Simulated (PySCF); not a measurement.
How methods differ on the ionisation energy of Ru

Ru [Kr] 4d7 5s1 (5F) → Ru⁺ [Kr] 4d7 (4F), as a difference of total energies. Computed with PySCF 2.14 in aug-cc-pwCVTZ-PP with ECP28MDF, with scalar relativity through the core potential. Correlated levels: valence: 4s2 4p6 frozen; valence and next inner shell: nothing frozen outside the core potential. The calculations carry no spin-orbit coupling.

```csv
method,ionisation energy (eV)
UHF,6.290
LDA,8.111
PBE,7.826
r2SCAN,7.767
BP86,7.979
M06-L,7.236
wB97M-V,7.078
SCS-MP2 (valence),6.905
MP2 (valence and next inner shell),7.429
SCS-MP2 (valence and next inner shell),7.123
```

Estimate what MP2 (valence) gives.

7.180 eV, closest to SCS-MP2 (valence and next inner shell) among the rows shown.

Estimate what PBE0 gives.

7.516 eV, closest to MP2 (valence and next inner shell) among the rows shown.

Errors of the correlated levels include the incompleteness of this basis and the frozen core.

For comparison: 7.365 eV (measured; NIST levels, between the centres of gravity of the two terms).
